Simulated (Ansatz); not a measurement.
`O=C[SiH](F)[SiH3]` + `OB(O)[SiH3]` → `OB([SiH3])O[SiH3]` + `O=C[SiH2]F`  (cleavage of the Si–Si bond)

Isolated molecules relaxed with PBE0-D4/def2-TZVP in Ansatz; ΔE leaves out vibrations. CCSD(T)/CBS adds triple-zeta CCSD(T) − MP2 to the extrapolated MP2 energy (def2 sets, frozen cores). Functionals use def2-TZVPP. B3LYP here is the variant with VWN-RPA as its local correlation; programs differ in this. Each species was taken in one conformer, which may not be the lowest.

`O=C[SiH](F)[SiH3]`:

Cartesian coordinates in Å:
```
O 0.522 -2.334 0.562
C 0.538 -1.334 1.237
Si -0.542 0.164 0.707
F -0.305 1.361 1.753
Si 0.050 0.823 -1.463
H 1.178 -1.286 2.150
H -1.961 -0.265 0.808
H -0.222 -0.305 -2.389
H -0.752 2.008 -1.865
H 1.495 1.168 -1.501
```

`OB(O)[SiH3]`:

```xyz
9

O    -0.208   -1.688   -0.302
B    -0.263   -0.449    0.263
O    -0.899   -0.172    1.437
Si    0.659    1.095   -0.686
H    -0.655   -2.390    0.183
H    -1.326   -0.916    1.872
H     1.259    0.671   -1.979
H    -0.310    2.194   -0.957
H     1.742    1.655    0.170
```

`OB([SiH3])O[SiH3]`:

```xyz
12

O    -1.515    0.570   -1.766
B    -0.644    0.230   -0.783
Si    0.813   -1.124   -1.235
O    -0.790    0.809    0.446
Si    0.008    0.700    1.886
H    -2.168    1.213   -1.466
H     0.711   -2.319   -0.350
H     2.164   -0.533   -1.017
H     0.717   -1.573   -2.648
H    -0.952    0.242    2.918
H     0.522    2.046    2.238
H     1.135   -0.262    1.778
```

`O=C[SiH2]F`:

Cartesian coordinates in Å:
```
O -1.775 -0.498 0.812
C -0.782 0.187 0.812
Si 0.527 -0.130 -0.552
F 1.753 0.881 -0.369
H -0.648 0.976 1.588
H 1.022 -1.519 -0.419
H -0.098 0.103 -1.873
```

| level | ΔE (kJ/mol) | difference from CCSD(T)/CBS |
| --- | --- | --- |
| PBE-D4 | -73.9 | 28.7 |
| r2SCAN-D4 | -93.3 | 9.3 |
| PBE0-D4 | -83.4 | 19.2 |
| B3LYP-D4 | -99.7 | 2.9 |
| ωB97X-V | -98.9 | 3.7 |
| ωB97M-V | -103.9 | -1.3 |
| B2PLYP | -104.4 | -1.8 |
| PBE | -72.7 | 29.9 |
| r2SCAN | -92.9 | 9.7 |
| PBE0 | -82.4 | 20.2 |
| B3LYP | -97.8 | 4.8 |
| HF/def2-TZVPP | -124.3 | -21.7 |
| MP2/def2-TZVPP | -111.0 | -8.4 |
| SCS-MP2/def2-TZVPP | -115.0 | -12.4 |
| CCSD/def2-TZVPP | -105.9 | -3.3 |
| CCSD(T)/def2-TZVPP | -103.0 | -0.4 |
| HF/def2-QZVPP | -126.3 | -23.7 |
| MP2/def2-QZVPP | -111.4 | -8.8 |
| SCS-MP2/def2-QZVPP | -115.2 | -12.6 |
| HF/CBS(def2) | -126.6 | -24.0 |
| MP2/CBS(def2) | -110.6 | -8.0 |
| CCSD/CBS(def2) | -105.4 | -2.8 |
| CCSD(T)/CBS | -102.6 | 0 |

Largest T1 diagnostic among the species: 0.015.

In def2-TZVPP, CCSD(T) changes the Hartree–Fock value by +21.3 kJ/mol (the triples alone add +2.9 kJ/mol) and MP2 by +13.3 kJ/mol. From PBE to PBE0 (25 % exact exchange), in def2-TZVPP and without D4, ΔE moves by −9.7 kJ/mol.
